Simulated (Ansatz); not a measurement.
This geometry of Cl$_{2}$GaH$_{3}$O (7 atoms, charge 0, multiplicity 1) is a first-order saddle point.

Method: Ansatz 0.2.0, RKS PBE/def2-SVP.

```xyz
7
Properties=species:S:1:pos:R:3
Ga 0.058 -0.305 -0.152
H 0.015 -0.084 1.672
Cl 1.881 0.460 -0.992
Cl -1.871 0.154 -1.000
O 0.178 -2.071 0.635
H -0.611 -2.634 0.495
H 0.023 -1.069 1.540
```

**Question.** Which two structures does it join? (They come from a converged band through this point; their orientation in space is the band's.)

**Answer.** Bonds broken: Ga1–H2, O5–H7. Bonds formed: H2–H7. Cl2GaH3O becomes Cl2GaHO + H2.

Image 0:

```xyz
7
Properties=species:S:1:pos:R:3
Ga 0.119 0.088 0.162
H 0.045 0.805 1.552
Cl 1.857 0.258 -1.126
Cl -1.763 -0.329 -0.932
O 0.147 -1.991 0.697
H -0.673 -2.235 0.205
H -0.059 -2.144 1.641
```

Image 8:

```xyz
7
Properties=species:S:1:pos:R:3
Ga 0.066 -0.683 -0.509
H -0.025 0.223 2.145
Cl 1.855 0.412 -0.922
Cl -1.860 0.168 -0.959
O 0.219 -2.357 0.113
H -0.660 -2.770 0.216
H 0.077 -0.541 2.114
```

**Question.** How far does it lie above each of them?

**Answer.** 28.5 kcal/mol above the first and 16.0 kcal/mol above the second. This is the barrier of this one path; another mechanism may lie lower. The orbitals stay closed-shell, which can raise the energy where a bond breaks towards radicals; this wasn't checked here.

Time of the run: 3.2 min on 2 threads of Arm Neoverse N1, with other jobs on the host, peak memory 0.15 GiB.
